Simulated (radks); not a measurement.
The krypton ion Kr+ inside a hard spherical wall (all orbitals vanish at R), configuration held at [Ar] 3d10 4s2 4p5 and not refilled when levels cross. Calculated with a radial shooting solver on a logarithmic mesh with Libxc functionals: scalar-relativistic Kohn-Sham, LDA (Slater exchange, VWN5 correlation), spin-polarised, spherical densities, finite nucleus; open shells are filled with parallel spins first; Fermi nuclear charge, rms radius 4.1884 fm. Eigenvalues in eV for spin up, with the zero of energy where the potential of the charges vanishes at infinity; a dash marks a level that is unbound or too diffuse for the functional's potential to be trusted. A positive occupied level is held by the wall or, in an anion where self-interaction has pushed it up, behind a barrier. The pressure on the wall is -dE/dV.

R (bohr)  E (hartree)  kinetic (hartree)    e(3p)    e(3d)    e(4s)    e(4p)  e(5s, empty)  e(4d, empty)  pressure (GPa)
free      -2786.31031           2849.067  -206.86  -93.659  -34.532  -20.054        -5.868        -3.872               0
20        -2786.31031           2849.067  -206.86  -93.659  -34.532  -20.054        -5.868        -3.872        < 0.0001
15        -2786.31031           2849.067  -206.86  -93.659  -34.532  -20.054        -5.868        -3.871        < 0.0001
12        -2786.31031           2849.067  -206.86  -93.659  -34.532  -20.054        -5.862        -3.864        < 0.0001
10        -2786.31031           2849.067  -206.86  -93.659  -34.532  -20.054        -5.824        -3.833        < 0.0001
7         -2786.31011           2849.070  -206.85  -93.646  -34.522  -20.044        -5.120        -3.470          0.0199
6         -2786.30865           2849.087  -206.78  -93.576  -34.467  -19.989        -3.962        -2.966           0.229
3.5       -2786.00683           2850.963  -201.80  -88.645  -30.771  -15.705        19.632         6.398             120
2.5       -2783.78786           2860.399  -186.34  -73.391  -16.299    1.792        85.447        32.267            2070
2         -2778.43959           2878.895  -166.56  -53.810   10.619   33.185        186.51        72.165           11000
1.5       -2757.71669           2942.402  -121.89   -7.792   101.52   132.59        460.10        181.19           84200
